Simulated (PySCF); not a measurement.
Compound: BiH2Me, CH5Bi.
Bonds: Bi1–C4. Hydrogens: H2, H3 on Bi1; H5, H6, H7 on C4.

The calculation used PBE0-D3(BJ)/def2-SVP geometry optimisation, gas phase, def2 core potentials past Kr (PySCF 2.14.0).

Task: How far are the bound atoms from Bi1?

Result: 3 atoms: H3 1.799 Å, H2 1.800 Å, C4 2.278 Å. The nearest atom not counted as bound is H5, at 2.83 Å (others tie with it).

Task: List the angles at Bi1.

Result: 
```
    angle  degrees  distance of the outer atoms (Å)
H3–Bi1–C4     92.5                             2.96
H2–Bi1–C4     92.4                             2.96
H2–Bi1–H3     90.1                             2.55
```

Task: What is the shape at Bi1?

Result: Pyramidal: angles 92.5°, 92.4° and 90.1°, sum 275.0°, 1.08 Å off the plane of its three neighbours.

Task: What are the other bond lengths?

Result: C4–H5, C4–H6, C4–H7 1.098 Å.

Point group: near Cs, missed by 0.09 Å at most; the miss may be what the optimiser left on a soft mode. Charge 0, singlet. PBE0-D3(BJ)/def2-SVP frequencies: not computed here.

On one thread, Arm Neoverse V1 (aarch64), shared host with 32 logical CPUs at a one-minute load of 16, this took 11 s wall and 0.27 GiB of memory at its peak. These figures are those of the optimisation.
